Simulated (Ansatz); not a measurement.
What each rung costs, and what it gives

Saddle point of Si₂H₇ClO₃F₂, singlet (Si₂H₃ClOF₂ ([F][Si]([F])([Cl])[O][SiH3]) + H₂O + H₂O → SiHClOF₂ ([OH][Si]([F])([F])[Cl]) + SiH₄O ([OH][SiH3]) + H₂O; bonds formed: O2–H9, H7–O10; dative contacts that become bonds: Si1–O8; bonds broken: H7–O8, H9–O10), PBE0-D4/def2-TZVP structure:

```
15
angstrom
Si -1.2180 -0.1149 0.4122
O 0.1133 -0.1694 -0.6761
Si 0.6004 0.8933 -1.8863
F -1.1669 -1.7593 0.5466
F -2.7223 -0.1408 -0.1053
Cl -1.2675 2.0986 0.3269
H 0.7622 -0.8060 1.6813
O -0.5471 -0.0229 1.9745
H 0.9840 -0.8389 0.1098
O 1.4337 -1.2582 1.0350
H 1.3800 2.0169 -1.3245
H 1.4926 0.0631 -2.7351
H -0.5733 1.3418 -2.6594
H -0.4711 0.8944 2.2593
H 1.1998 -2.1980 1.0412
```

Barriers are electronic and count from the start structure reached by relaxing down the imaginary mode.

Computed with Ansatz 0.2.0 (basis: as named in each row); correlated methods freeze the cores. B3LYP uses VWN-RPA correlation. Extrapolation: Hartree–Fock as exp(−7.88 √X), correlation as X^−2.97.

Times are rough, for one single point on 4 threads of a shared host (AMD EPYC 7R13), with one NVIDIA H100 (or a share of it) where marked.

The estimate by CCSD(T) at an estimated basis limit (MP2 extrapolated from triple and quadruple zeta, plus CCSD(T) − MP2 in triple zeta) is 65.1 kJ/mol.

```csv
method,basis,time (s),barrier (kJ/mol),method less estimate
HF,STO-3G,under 1,29.0,-36.1
PBE-D4,STO-3G,under 1,-85.4,-150.5
SPW92,def2-SVP,1,-3.4,-68.5
B3LYP-D4,6-31G,2,24.7,-40.4
PBE-D4,def2-SVP,2,31.0,-34.1
PBE0-D4,def2-SVP,2,39.5,-25.6
SPW92,def2-TZVPP,2 (H100),12.0,-53.1
PBE0-D4,def2-TZVPP,3 (H100),53.8,-11.2
BLYP-D4,def2-TZVPP,3 (H100),57.5,-7.6
BHLYP-D4,def2-TZVPP,3 (H100),71.1,6.0
r2SCAN-D4,def2-TZVPP,3 (H100),50.7,-14.4
CAM-B3LYP-D4,def2-TZVPP,4 (H100),60.3,-4.8
PBE-D4,def2-TZVPP,4 (H100),46.6,-18.5
B97M-V,def2-TZVPP,4 (H100),67.7,2.6
B3LYP-D4,def2-TZVPP,4 (H100),62.1,-3.0
wB97X-V,def2-TZVPP,5 (H100),62.5,-2.6
wB97M-V,def2-TZVPP,5 (H100),61.2,-3.9
CCSD(T),def2-SVP,5 (H100),64.7,-0.4
r2SCAN0-D4,def2-TZVPP,6 (H100),55.8,-9.3
B2PLYP,def2-TZVPP,6 (H100),66.6,1.5
PBE-QIDH,def2-TZVPP,8 (H100),58.9,-6.2
wB97M-V,def2-SVP,8,45.5,-19.6
RPA on PBE,def2-TZVPP,8 (H100),67.8,2.7
MP2,def2-QZVPP,10 (H100),60.2,-4.9
CCSD(T),def2-TZVPP,31 (H100),65.5,0.4
```

All methods are single points on the PBE0-D4 structures; a negative value means that the method puts the saddle structure below the start.

T1 diagnostic: at most 0.012.

Labels in which every atom is bracketed show which atoms are joined, not bond orders.
